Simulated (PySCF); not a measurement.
## Bonding in `CC(C)[BH2-][n+]1ccccc1`

C₈H₁₄BN.
Atom-mapped SMILES: `[CH3:1][CH:2]([CH3:3])[BH2-:4][n+:5]1[cH:6][cH:7][cH:8][cH:9][cH:10]1` (hydrogens: H11, H12, H13 on C1; H14 on C2; H15, H16, H17 on C3; H18, H19 on B4; H20 on C6; H21 on C7; H22 on C8; H23 on C9; H24 on C10)

Structure used (PBE0-D3(BJ)/def2-SVP), in Å, numbered top down from 1:
```xyz
24
C8H14BN angstrom
C     -3.6089    1.4200   -0.4879
C     -3.2933    0.3081   -1.4830
C     -3.1717   -1.0350   -0.7703
B     -2.0414    0.6470   -2.4775
N     -0.7120    0.7804   -1.5890
C      0.0238   -0.3041   -1.3069
C      1.1192   -0.2497   -0.4569
C      1.4671    0.9702    0.1179
C      0.7008    2.0930   -0.1848
C     -0.3804    1.9596   -1.0440
H     -2.7870    1.5639    0.2382
H     -3.7706    2.3846   -0.9955
H     -4.5108    1.2029    0.1115
H     -4.1462    0.2361   -2.1844
H     -3.0092   -1.8594   -1.4833
H     -2.3262   -1.0450   -0.0571
H     -4.0721   -1.2781   -0.1790
H     -1.8157   -0.2663   -3.2674
H     -2.1718    1.7358   -3.0316
H     -0.2965   -1.2233   -1.7990
H      1.6911   -1.1571   -0.2577
H      2.3271    1.0460    0.7869
H      0.9361    3.0725    0.2339
H     -1.0136    2.7996   -1.3322
```

Bond orders from the PBE0/pcSseg-1 density (PySCF). Isolated species at its PBE0-D3(BJ)/def2-SVP geometry (one conformer only).

(1) Where do the orders between heavy atoms depart from those drawn in the SMILES?

(2) Give the Mayer order of every bond between heavy atoms, beside its length.

Results:

(1) The largest departure is 0.431, at B4–N5 (drawn single, 0.569), counting aromatic bonds as 1.5. Drawn single, order below 0.88: B4–N5 (0.569). The bonds drawn aromatic range from 1.30 to 1.41. The SMILES, with its formal charges, is one Lewis structure only.

(2) 
```json
{"bond": "C1–C2", "drawn as": "single", "length (Å)": "1.525", "Mayer order": "1.046"}
{"bond": "C2–C3", "drawn as": "single", "length (Å)": "1.525", "Mayer order": "1.046"}
{"bond": "C2–B4", "drawn as": "single", "length (Å)": "1.634", "Mayer order": "0.881"}
{"bond": "B4–N5", "drawn as": "single", "length (Å)": "1.604", "Mayer order": "0.569"}
{"bond": "N5–C6", "drawn as": "aromatic", "length (Å)": "1.341", "Mayer order": "1.304"}
{"bond": "C6–C7", "drawn as": "aromatic", "length (Å)": "1.388", "Mayer order": "1.412"}
{"bond": "C7–C8", "drawn as": "aromatic", "length (Å)": "1.393", "Mayer order": "1.409"}
{"bond": "C8–C9", "drawn as": "aromatic", "length (Å)": "1.393", "Mayer order": "1.409"}
{"bond": "C9–C10", "drawn as": "aromatic", "length (Å)": "1.388", "Mayer order": "1.412"}
{"bond": "C10–N5", "drawn as": "aromatic", "length (Å)": "1.341", "Mayer order": "1.304"}
```

By pair of heavy elements: C–C: lowest C1–C2 and C2–C3 (1.046, 1.525 Å), highest C6–C7, C9–C10, C7–C8 and 1 more (1.412, 1.388 Å). C–N: all 2 within 0.02 of one another (1.304 to 1.304). Bonds named together lie within 0.004.

Problem. And the bonds to hydrogen?

Solution. C–H: 0.94 to 0.97 (12 bonds); B–H: 0.97 (2 bonds).

Problem. Sum the orders of all bonds at each heavy atom with more than one neighbour and set the sums beside the valence in the SMILES.

Solution. C1 3.939 (drawn 4), C2 3.914 (drawn 4), C3 3.939 (drawn 4), B4 3.392 (drawn 4), N5 3.177 (drawn 4), C6 3.666 (drawn 4), C7 3.780 (drawn 4), C8 3.784 (drawn 4), C9 3.780 (drawn 4), C10 3.666 (drawn 4). Orders between atoms that aren't bonded are not in these sums.

For a closed shell the Mayer order of atoms A and B is Σ (PS)μν (PS)νμ over the basis functions μ on A and ν on B, with P the density and S the overlap matrix.
